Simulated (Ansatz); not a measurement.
CuCl2, that is [CuCl2]- with one electron fewer. Total charge 0; doublet. Geometry B3LYP-D4/def2-TZVPD, that of the charge -1 singlet; atoms count from 1.

```xyz
3

Cu    0.000    0.000    0.000
Cl   -0.237    0.557    2.071
Cl    0.237   -0.557   -2.071
```

(1) Estimate the Mulliken populations from the PBE0/def2-TZVPD orbitals of Ansatz.

(2) Where does the spin sit?

(3) And the Mayer bond orders between bonded heavy atoms (over 0.3)?

Answers

(1) 
```tsv
atom	charge (e)	spin (α − β)	d electrons
Cu1	0.10	0.49	9.46
Cl2	-0.05	0.25	–
Cl3	-0.05	0.25	–
```
Mulliken values and Mayer orders depend strongly on the basis. With diffuse functions, as here, like atoms can get unlike values, and bond orders can come out too low or too high.

(2) Summed by element: Cu 0.49, Cl 0.51, of 1 unpaired in all. Largest on single atoms: Cu1 0.49, Cl2 0.25, Cl3 0.25.

(3) Cu1–Cl2 1.16 (2.16 Å); Cu1–Cl3 1.16 (2.16 Å).
